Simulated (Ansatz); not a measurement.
H₆Au₃. Charge 0, multiplicity 2. Geometry relaxed at PBE0-D4/def2-SVP.

```tsv
atom	x (Å)	y (Å)	z (Å)
Au1	0.8146	1.3802	-0.2234
Au2	-1.2731	0.2449	-1.4773
Au3	1.5988	-0.2736	1.8293
H4	1.7510	-1.4635	2.8820
H5	-2.5849	-0.8408	-2.0221
H6	-0.3123	1.6546	-1.5700
H7	0.2835	-0.8829	0.9718
H8	-2.2756	-1.2267	-1.3466
H9	1.9980	1.4076	0.9564
```

In the def2 sets Au takes a core potential; there is no spin–orbit coupling. In the doublet, H5 and H8 lie 0.84 Å apart (atoms count from 1), so H2 has formed as a molecule. The relaxation made no stability test and no search for a lower SCF solution. No other spin state of charge 0 was run. Another isomer (doublet) lies 0.24 eV lower at r2SCAN-D4/def2-TZVP; other spin states weren't run for this one.

Task: Estimate the harmonic wavenumbers at UKS PBE0-D4/def2-SVP (Ansatz, unscaled). Is this a minimum?

Result: 9, 113, 127, 169, 194, 197, 245, 271, 384, 527, 550, 631, 879, 958, 1308, 1446, 1525, 1571, 1745, 2092, 3327 cm⁻¹. Yes, no mode is imaginary beyond noise. Zero-point energy 109.3 kJ/mol. Hardware: 4 threads of Arm Neoverse V2 on a shared host. Wall time 2.2 min, peak host memory 0.56 GiB.
